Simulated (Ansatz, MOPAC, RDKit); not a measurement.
System: ethenyl(methoxymethyl)silane, C$_{4}$H$_{10}$OSi (charge 0, singlet). SMILES: O(C)C[SiH2]C=C

Atoms: C1, C2, Si3, C4, O5, C6, H7, H8, H9, H10, H11, H12, H13, H14, H15, H16. Bonds: C1-C2, C1-H7, C1-H8, C2-Si3, C2-H9, Si3-C4, Si3-H10, Si3-H11, C4-O5, C4-H12, C4-H13, O5-C6, C6-H14, C6-H15, C6-H16.

Bond lengths (Å) and angles (degrees) optimised at MMFF94 with RDKit; PM6 with MOPAC; PM7 with MOPAC; HF/6-31G* with Ansatz (a first-principles code); B3LYP/6-31G* with Ansatz; MP2/6-31G* with Ansatz, each started from the B3LYP-D3(BJ)/def2-TZVP structure (Ansatz) of the last column. A row stands for all coordinates that are equal there; 11 of 37 kinds are shown. 6-31G* holds six Cartesian d functions. No wavenumbers were computed at MMFF94, MP2/6-31G*, so these may be saddle points.

| coordinate | MMFF94 | PM6 | PM7 | HF/6-31G* | B3LYP/6-31G* | MP2/6-31G* | B3LYP-D3(BJ)/def2-TZVP |
|---|---|---|---|---|---|---|---|
| C1-C2 | 1.339 | 1.331 | 1.333 | 1.325 | 1.339 | 1.345 | 1.332 |
| C1-H7 | 1.087 | 1.085 | 1.083 to 1.086 | 1.078 | 1.089 | 1.088 | 1.085 |
| C2-Si3 | 1.842 | 1.850 | 1.819 | 1.872 | 1.870 | 1.865 | 1.860 |
| C2-H9 | 1.086 | 1.105 | 1.107 | 1.080 | 1.092 | 1.090 | 1.088 |
| Si3-C4 | 1.887 | 1.909 | 1.882 | 1.901 | 1.906 | 1.897 | 1.893 |
| Si3-H10 | 1.488 | 1.476 | 1.455 | 1.481 | 1.492 | 1.491 | 1.485 |
| Si3-H11 | 1.486 | 1.474 | 1.456 | 1.477 | 1.489 | 1.487 | 1.483 |
| C4-O5 | 1.437 | 1.448 | 1.422 | 1.405 | 1.423 | 1.430 | 1.421 |
| C1-C2-Si3 | 126.3 | 127.1 | 126.4 | 123.6 | 123.8 | 123.0 | 123.8 |
| C2-Si3-C4 | 111.8 | 112.1 | 109.8 | 111.1 | 111.5 | 109.4 | 110.6 |
| Si3-C4-O5 | 116.0 | 112.7 | 104.8 | 107.5 | 107.4 | 104.7 | 107.9 |

A range marks coordinates that this level makes unequal.

Mean signed difference of all 15 bond lengths from B3LYP-D3(BJ)/def2-TZVP: MMFF94 0.000 Å, PM6 0.006 Å, PM7 -0.004 Å, HF/6-31G* -0.007 Å, B3LYP/6-31G* 0.005 Å, MP2/6-31G* 0.004 Å.
